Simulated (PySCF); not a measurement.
Method: PBE-D3(BJ)/def2-TZVP // PBE0-D3(BJ)/def2-TZVP run with PySCF. All species are isolated molecules in the gas phase. 

Reference species (SMILES): `[AlH2][Cl]` (neutral, multiplicity 1).

```yaml
HOMO: -7.27 eV
HOMO–LUMO gap: 4.87 eV
LUMO: -2.40 eV
```

After one change: the HOMO drops by 0.03 eV; the HOMO–LUMO gap decreases by 0.10 eV; the LUMO falls by 0.13 eV.

### Question
What was changed between the two runs? The new species is one of these.
A. `[Cl][AlH][Cl]`
B. `[AlH3]`
C. `[Cl][Al]([Cl])[Cl]`

### Answer
B, `[AlH3]`
